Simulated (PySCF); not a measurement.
A structure optimised at PBE0-D3(BJ)/def2-TZVP, used in a PySCF frequency run:

```
Cd
Te 1 2.5482
```

Write its SMILES, formula and point group.

[Cd]=[Te], CdTe, C∞v

What are its rotational constants (standard atomic weights)?

1.3024 GHz (linear rotor, B only)
